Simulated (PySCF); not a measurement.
SMILES [SiH3][Sn]([Cl])([SiH3])[Cl] (H6Cl2Si2Sn) (CAM-B3LYP/def2-SVP optimised geometry):

```
11

Si     2.739     1.490     1.771
Sn     1.203     0.433     0.000
Si    -1.369     0.433     0.000
Cl     1.844     1.384    -2.072
Cl     1.850    -1.840    -0.139
H      2.456     0.859     3.087
H      4.146     1.246     1.368
H      2.461     2.949     1.841
H     -1.850     1.840     0.000
H     -1.829    -0.275    -1.220
H     -1.849    -0.264     1.222
```

Calculation: CAM-B3LYP/def2-TZVP, def2 effective core potentials past Kr in PySCF 2.14.0.

### Question
What are the frontier orbital energies and the dipole moment?

### Answer
HOMO-2 -10.09 eV, HOMO-1 -10.01 eV, HOMO -8.99 eV, LUMO -0.59 eV, LUMO+1 -0.27 eV; dipole moment 3.85 D.

On the same geometry PBE/def2-TZVP, def2 effective core potentials past Kr run with PySCF gives HOMO-2 -7.46 eV, HOMO-1 -7.37 eV, HOMO -6.72 eV, LUMO -2.44 eV, LUMO+1 -2.01 eV; dipole moment 3.52 D.
